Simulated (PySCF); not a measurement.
CH₇AlGeO, singlet, geometry from GFN2-xTB (such geometries of metal compounds can be far from the true shape). Base run: PBE/6-31G (PySCF).

Input for PySCF:
```python
from pyscf import gto, scf, dft, solvent

mol = gto.Mole()
mol.atom = '''
    Al    1.04168539    0.19198022   -0.39042030
    Ge   -0.54908959   -0.04022397    1.42222283
    H    -1.27480734   -1.36745608    1.48766945
    H    -0.13597081    0.11820039    2.86433244
    H    -1.73866236    0.89523832    1.37208538
    H     2.53597819    0.50258527   -0.20638811
    O     0.50338587    0.00530436   -1.93358806
    C     0.10371602   -0.14233353   -3.26964517
    H    -0.06021977   -1.19877249   -3.49172323
    H    -0.82408529    0.40716263   -3.44083477
    H     0.87734102    0.24603275   -3.93423242
'''
mol.basis = '6-31g'
mol.verbose = 4
mol.build()

mf = dft.RKS(mol)
mf.xc = 'pbe'
mf.kernel()
```

The base run was repeated with changes; each row names its change, and settings that it needs were set with it.

| change | ΔE vs base (kJ/mol) | dipole (D) | HOMO-LUMO gap (eV) |
|---|---|---|---|
| base | 0.00 | 1.97 | 3.98 |
| model = IEF-PCM; solvent = dimethylsulfoxide | -13.16 | 2.29 | 4.18 |
| model = IEF-PCM; solvent = 2-propanol | -12.46 | 2.28 | 4.17 |
| model = C-PCM; solvent = chloroform | [?] | 2.22 | [?] |
| model = IEF-PCM; solvent = chloroform | -9.26 | 2.22 | 4.12 |
| model = IEF-PCM; solvent = chloroform; vdw_scale = 1.0 | -24.01 | 2.23 | 4.29 |
| model = IEF-PCM; solvent = chloroform; lebedev_order = 11 | -8.65 | 2.22 | 4.10 |
| model = IEF-PCM; solvent = tetrahydrofuran | -10.72 | 2.25 | 4.14 |
| model = IEF-PCM; solvent = chloroform; lebedev_order = 41 | -9.29 | 2.22 | 4.12 |
| model = IEF-PCM; solvent = water | [?] | [?] | [?] |
| model = COSMO; solvent = chloroform | -9.43 | 2.19 | 4.13 |
| model = IEF-PCM; solvent = chloroform; vdw_scale = 1.4 | [?] | [?] | [?] |

Some entries are withheld; supply them.


- model = C-PCM; solvent = chloroform, ΔE vs base (kJ/mol): -10.52
- model = C-PCM; solvent = chloroform, HOMO-LUMO gap (eV): 4.15
- model = IEF-PCM; solvent = water, ΔE vs base (kJ/mol): -13.37
- model = IEF-PCM; solvent = water, dipole (D): 2.30
- model = IEF-PCM; solvent = water, HOMO-LUMO gap (eV): 4.19
- model = IEF-PCM; solvent = chloroform; vdw_scale = 1.4, ΔE vs base (kJ/mol): -4.58
- model = IEF-PCM; solvent = chloroform; vdw_scale = 1.4, dipole (D): 2.18
- model = IEF-PCM; solvent = chloroform; vdw_scale = 1.4, HOMO-LUMO gap (eV): 4.03

The base is the gas phase, so ΔE is the electrostatic part of solvation at a fixed geometry, without cavity and dispersion terms.
